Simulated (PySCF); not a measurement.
F2S, SMILES FSF.

Coordinates come from a r2SCAN-D4/def2-TZVP optimisation.

The numbers are results of PySCF with r2SCAN/def2-TZVPD, not measurements.

Symmetry labels are those of the subgroup C2v that the program uses (full group C2v).

Q: List the valence orbital energies around the gap with their symmetry. (Estimate from the structure and the level; the computed values follow.)

A: 
```tsv
orbital	symmetry	energy (eV)
HOMO−7	A1	-19.20
HOMO−6	B2	-14.74
HOMO−5	A1	-13.38
HOMO−4	B1	-12.84
HOMO−3	A2	-11.57
HOMO−2	B2	-11.31
HOMO−1	A1	-11.04
HOMO	B1	-6.12
LUMO	B2	-2.76
LUMO+1	A1	-1.80
LUMO+2	A1	1.07
LUMO+3	B2	1.60
```
